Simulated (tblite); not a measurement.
Compound: H8N2OSi2.
Numbering: `[NH2:1][SiH2:2][NH:3][SiH2:4][OH:5]` (hydrogens: H6, H7 on N1; H8, H9 on Si2; H10 on N3; H11, H12 on Si4; H13 on O5)

Cartesian coordinates in Å at the GFN2-xTB level; atoms count from 1:
```xyz
13
H8N2OSi2 angstrom
N      1.370    0.113    1.087
Si     1.057   -0.891   -0.298
N     -0.264   -0.124   -1.095
Si    -1.694    0.580   -0.388
O     -1.382    0.874    1.169
H      1.994   -0.255    1.788
H      1.619    1.072    0.897
H      0.758   -2.199    0.294
H      2.135   -0.980   -1.291
H     -0.335   -0.313   -2.080
H     -2.826   -0.346   -0.469
H     -1.941    1.837   -1.097
H     -0.496    0.631    1.467
```

Computed values, GFN2-xTB/tblite, gas phase, harmonic and unscaled. Errors from tens to a few hundred cm⁻¹ against measured bands are possible. Modes of hydrogen on silicon can be 10 to 20 % off. One conformer, not necessarily the lowest.

Harmonic wavenumbers (cm⁻¹): 64.4, 99.4, 161.1, 208.9, 264.4, 341.3, 412.6, 454.2, 527.2, 567.6, 578.0, 603.4, 644.3, 660.2, 717.2, 765.9, 798.1, 814.7, 844.9, 853.8, 932.0, 938.1, 986.1, 1208.7, 1525.1, 2190.7, 2211.2, 2228.8, 2249.1, 3385.9, 3461.2, 3498.5, 3513.3.

A = 5209, B = 2168, C = 1641 MHz; mass 108.018 u (most abundant isotopes); point group C1, symmetry number 1.

Problem. What is the zero-point energy?

Solution. ½Σν̃ = 19355 cm⁻¹ = 231.54 kJ/mol.

Problem. Give the ideal-gas entropy at 500 K and 1 bar in the rigid-rotor, harmonic-oscillator model (classical rotation).

Solution. Translation 178.00, rotation 120.47, vibration 157.66: S = 456.1 J/(mol K).

Problem. And Cp and H(500 K) − H(0)?

Solution. Cp = 189.79 J/(mol K), of which vibrations give 156.54 (their classical limit is 33 R = 274.4); H(500 K) − H(0) = 58.76 kJ/mol without the zero-point energy, 42.13 from vibrations.

Problem. Blend soft modes into free rotors: weight 1/[1 + (100 cm⁻¹/ν̃)⁴] for the oscillator and the rest for a rotor with moment μB/(μ + B), μ = h/(8π²ν), B = 10⁻⁴⁴ kg m². What vibrational entropy results?

Solution. 149.42 J/(mol K) in place of 157.66, which changes −T·S at 500 K by +4.12 kJ/mol.

Problem. Which modes carry the vibrational entropy at 500 K?

Solution. 64.4 cm⁻¹: 22.34; 99.4 cm⁻¹: 18.75; 161.1 cm⁻¹: 14.78; 208.9 cm⁻¹: 12.67; 264.4 cm⁻¹: 10.78; 341.3 cm⁻¹: 8.79 J/(mol K); the other 27 give 69.54 together.

Problem. What must be added to the electronic energy to get the Gibbs energy at 500 K and 1 bar?

Solution. ZPE + [H(500 K) − H(0)] − T·S = 231.54 + 58.76 − 228.07 = 62.23 kJ/mol.

Hindered rotation and anharmonicity are outside this model. Other conformers, if any are populated, would add a mixing term that is left out. The structure is chiral; the term R ln 2 for an equal mix with its mirror image is left out.

Run on one thread of an Arm Neoverse V2, shared host. The figure is for the frequency step alone.
